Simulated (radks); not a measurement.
The numbers below are computed, except where a source is named.
Ir III, configuration [Kr] 4d10 4f14 5s1 5p6 5d8 (not the ground configuration). Code: a radial shooting solver on a logarithmic mesh with Libxc functionals. Model: scalar-relativistic Kohn-Sham, PBE, spin-polarised, spherical densities, finite nucleus; open shells are filled with parallel spins first (spin-orbit coupling, left out, can overturn this in heavy ions); Fermi nuclear charge, rms radius 5.4032 fm.

Local quantities along the radius. ELF = 1/(1 + alpha^2) is the electron localisation function; alpha = (tau - tau_W)/tau_unif compares the Pauli kinetic energy density with that of the uniform gas (summed over spins). tau is taken from the large components.

```
   r/bohr * ELF (the largest magnitude, 0.999, reaches the edge; | marks zero)
 0.001548 |                                                      *
 0.001774 |                                                      *
 0.002048 |                                                      *
 0.002366 |                                                      *
 0.002732 |                                                      *
 0.003155 |                                                      *
 0.003644 |                                                      *
 0.004208 |                                                      *
  0.00486 |                                                      *
 0.005613 |                                                      *
 0.006482 |                                                      *
 0.007486 |                                                     *
 0.008645 |                                                     *
 0.009905 |                                                    *
  0.01144 |                                                  *
  0.01321 |                                              *
  0.01526 |                                       *
  0.01762 |                              *
  0.02035 |                      *
   0.0235 |                  *
  0.02714 |                  *
  0.03134 |                      *
   0.0362 |                             *
  0.04181 |                                   *
  0.04828 |                                       *
  0.05576 |                                        *
  0.06388 |                                    *
  0.07378 |                             *
   0.0852 |                     *
   0.0984 |                  *
   0.1136 |                       *
   0.1312 |                                *
   0.1516 |                                      *
    0.175 |                                      *
   0.2022 |                               *
   0.2335 |                   *
   0.2696 |              *
   0.3114 |                     *
   0.3596 |                                 *
    0.412 |                                      *
   0.4758 |                                      *
   0.5495 |                                *
   0.6346 |                      *
   0.7329 |                *
   0.8464 |                 *
   0.9775 |                         *
    1.129 |                                *
    1.304 |                                 *
    1.506 |                              *
    1.739 |                       *
    2.008 |                *
    2.301 |          *
    2.657 |     *
    3.069 |  *
    3.544 |*
    4.093 *
    4.727 *
    5.459 *
```

On this mesh the ELF has minima near r = 0.027, 0.098, 0.27, 0.73 bohr, which separate the shells, and maxima near 0.056 (0.74), 0.18 (0.71), 0.41 (0.71), 1.3 (0.62).
